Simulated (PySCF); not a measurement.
# Where the electron goes

C4BN4 (charge -1).
Cartesian coordinates in Å at the PBE0-D3(BJ)/def2-SVP level; atoms count from 1:
```xyz
9
C4BN4 angstrom
N      0.0128    2.3725   -1.1044
C     -0.0420    1.3063   -0.6518
B     -0.1206   -0.1611   -0.0295
C     -0.8596   -1.1346   -1.0560
N     -1.3970   -1.8405   -1.8028
C      1.3550   -0.7010    0.2505
N      2.4265   -1.0938    0.4568
C     -0.9373   -0.1115    1.3410
N     -1.5292   -0.0749    2.3375
```

The calculation used TDDFT CAM-B3LYP/def2-SVPD, vertical, gas phase, core orbitals frozen in the response (PySCF 2.14.0, density-fitted response routines).

Kohn–Sham orbitals with the atoms that hold most of them (Löwdin shares over 4%, at most four atoms; ? is withheld):

```
orbital  ε (eV)                           atoms
 LUMO+2    4.55  B3 13%, C2 12%, C4 11%, C6 11%
 LUMO+1    4.55  B3 13%, C8 12%, C2 12%, N9 12%
   LUMO       ?                               ?
   HOMO   -7.51  N9 22%, N1 22%, C8 17%, C2 17%
 HOMO-1   -7.51  N5 14%, N9 14%, N1 14%, N7 14%
 HOMO-2   -7.52  N7 20%, N5 20%, C6 16%, C4 15%
 HOMO-3   -7.54  N5 16%, N7 16%, C4 12%, C6 12%
```

Question: Which atoms hold the LUMO, and with what shares?

Answer: B3 (bonded to 4 C) 56%; C6 (bonded to B and N) 8%; C4 (bonded to B and N) 7%; C2 (bonded to B and N) 7%. By element: boron 56%, carbon 22% or more.

Question: What is the LUMO energy, and the HOMO–LUMO gap?

Answer: ε(LUMO) = 4.36 eV; the gap is 11.87 eV (0.4363 hartree).

Within 0.005 eV of a neighbour in this list lie HOMO-2/HOMO-1/HOMO (point group found: Td); within a degenerate set the shares of single atoms can hang on how the components are chosen.

Question: How does S1 compare with the orbital gap of 11.87 eV?

Answer: S1 is at 7.44 eV (f = 0.0000), 4.43 eV below the gap, made of HOMO-1→LUMO+1/LUMO+2 (≥22%), HOMO→LUMO+1/LUMO+2 (≥12%), HOMO→LUMO+3 (11%). Its leading pair isn't HOMO and LUMO; the energies of that pair differ by 12.07 eV. Without the coupling terms of the response equations the lowest excitation would equal the gap.

Next come S2 at 7.47 eV (f 0.0000), HOMO-4→LUMO+5 (13%), HOMO-1→LUMO+4 (9%); S3 at 7.47 eV (f 0.0000), HOMO-3→LUMO+1/LUMO+2 (≥15%), HOMO-3→LUMO+4 (12%), HOMO→LUMO+1/LUMO+2 (≥8%); S4 at 7.47 eV (f 0.0000), HOMO-5→LUMO+1/LUMO+2 (≥11%), HOMO-5→LUMO+4 (10%), HOMO-2→LUMO+1/LUMO+2 (≥10%); S5 at 7.73 eV (f 0.0000), HOMO-1→LUMO+1/LUMO+2 (≥16%), HOMO-2→LUMO+5 (15%), HOMO→LUMO+1/LUMO+2 (≥14%).

Orbitals of the list HOMO-3 to LUMO+2 that lie within 0.01 eV of each other are written together with a slash and their weights summed (≥ marks a lower bound); for degenerate orbitals outside that list single weights are arbitrary.

Löwdin shares depend on the basis, the more so with diffuse functions.
